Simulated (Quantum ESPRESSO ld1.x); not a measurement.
The numbers below are computed, except where a source is named.
Sr2+, configuration [Kr].

Code: ld1.x of Quantum ESPRESSO 7.5. Model: Dirac Kohn-Sham, LDA (Slater exchange, Perdew-Zunger correlation), spin-unpolarised, spherical densities, point nucleus.

Energy parts (eV):
total: -86409
kinetic: 88983
electron-nucleus: -208120
Hartree: 35477
exchange-correlation: -2749

Orbitals (lengths in bohr, moments of r in powers of bohr):
orbital,occ.,eigenvalue (eV),<r>
1s1/2,2,-15920.734,0.03921
2s1/2,2,-2168.154,0.1724
2p1/2,2,-1976.034,0.1476
2p3/2,4,-1907.752,0.1518
3s1/2,2,-346.712,0.4929
3p1/2,2,-276.920,0.4920
3p3/2,4,-266.427,0.5025
3d3/2,4,-143.422,0.4963
3d5/2,6,-141.589,0.5000
4s1/2,2,-54.837,1.350
4p1/2,2,-37.464,1.526
4p3/2,4,-36.257,1.558

The highest occupied level is 4p3/2 at -36.257 eV. For comparison, the ionisation energy in NIST's Atomic Spectra Database is 42.884 eV (measured). In exact Kohn-Sham theory the highest level is minus the ionisation energy, but local and semilocal functionals leave it too shallow, through self-interaction and a potential that decays too fast; potentials with the right tail come closer. The density falls to 0.001 e/bohr^3 at r = 3.33 bohr.
